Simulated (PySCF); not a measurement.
Structure from NMR data

Molecular formula: C6H9ClO2Si. Simulated spectra:

¹H NMR (600 MHz, computed): δ 4.84 (s, 2H), 4.08 (s, 3H), 3.64 (t, 2H), 2.94 (t, 2H).

¹³C{¹H} NMR (computed): δ 231.2, 110.4, 87.7, 53.6, 47.9, 26.7.

Theoretical values (PySCF): GIAO PBE0/pcSseg-1 shieldings, geometry: GFN2-xTB. Gas phase, averaged over atoms made equivalent by symmetry, fast rotation or ring inversion, one conformer, no relativistic terms.

Referencing at the same level of theory: TMS for ¹H and ¹³C.

Choose the structure that fits.
A. CC(C)=C(C=O)C(=O)[SiH2]Cl
B. O=CO[C@@H]1C=CCC[Si@H]1Cl
C. CO[SiH2]C(=O)C#CCCCl

Answers

C. 

1. Rings plus π bonds: 3 (no ring in the answer).
2. 6 carbon signals for 6 carbons: no two carbons are equivalent.
3. Carbon types of the structure: 3 × C, 2 × CH2, 1 × CH3, leaving 2 H on heteroatoms.
4. δC 231.2: carbonyl carbon.
5. δC 110.4, 87.7: alkyne carbon.
6. δC 53.6: methyl carbon bonded to O; the inductive effect lowers its shielding.
7. δC 26.7: propargylic sp3 CH2; a saturated carbon with 2 carbon neighbours and no heteroatom attached.
8. δH 3.64: hydrogen on an sp3 CH2 bonded to Cl; its carbon carries Cl, hence the downfield position.

The others: CC(C)=C(C=O)C(=O)[SiH2]Cl has carbons computed at 234.5, 197.1, 182.5, 141.8, 27.2, 24.5, with a different DEPT pattern; O=CO[C@@H]1C=CCC[Si@H]1Cl would give 9 signals for carbon-bound and other non-exchanging H, not 4.

Carbons that carry Cl, above all several Cl atoms, come out too deshielded, partly because spin–orbit coupling is missing. Shifts are as computed. Against solution values, carbons near 30 ppm lie about +3 ppm off and those near 130 ppm about +5 ppm; carbons on Cl a further +6 ppm. Of 1309 compounds with measured shifts, 239 miss one by over three times the rms of a fit or turn the order of signals round; such compounds aren't used in these exercises. No couplings were computed; multiplicities are counted from neighbouring protons, with m where these are inequivalent, close in shift, in a saturated or five-membered ring or joined by F or P, and br s for small geminal =CH2 splittings.
